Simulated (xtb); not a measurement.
Al(All)(Cl)(OH) (C₃H₆AlClO), SMILES C=C[CH2][Al]([OH])[Cl]. All values are semi-empirical tight-binding results from xtb (GFN2-xTB unless named), good for trends rather than for accurate numbers. The structure is a stationary point at GFN2-xTB. Other conformers were not sampled.

Optimised geometry:

Bonded distances (Å): Al1–C2 2.020, Al1–Cl10 2.036, Al1–O11 1.643, C2–C3 1.485, C2–H5 1.093, C2–H6 1.094, C3–C4 1.324, C3–H7 1.083, C4–H8 1.078, C4–H9 1.076, O11–H12 0.946. Bond angles (°): C2–Al1–Cl10 121.6, C2–Al1–O11 117.8, Cl10–Al1–O11 120.6, Al1–C2–C3 111.4, Al1–C2–H5 108.1, Al1–C2–H6 108.4, C3–C2–H5 111.1, C3–C2–H6 110.5, H5–C2–H6 107.2, C2–C3–C4 124.8, C2–C3–H7 115.7, C4–C3–H7 119.5, C3–C4–H8 121.6, C3–C4–H9 122.0, H8–C4–H9 116.4, Al1–O11–H12 179.2.

For metal compounds this method's bond lengths and energies can be far off.

- orbital gap: 3.51 eV
- zero-point energy: 51.5 kcal/mol
- G − E(el) at 298.15 K (modified RRHO): 29.9 kcal/mol

Computed atomic charges and the Wiberg bond orders between heavy atoms:
charges (e) Al1 0.37, C2 -0.14, C3 -0.02, C4 -0.10, H5 0.06, H6 0.06, H7 0.03, H8 0.03, H9 0.03, Cl10 -0.18, O11 -0.47, H12 0.31. Bond orders Al1–C2 0.92, C2–C3 1.05, C3–C4 1.92, Al1–Cl10 1.28, Al1–O11 1.37.
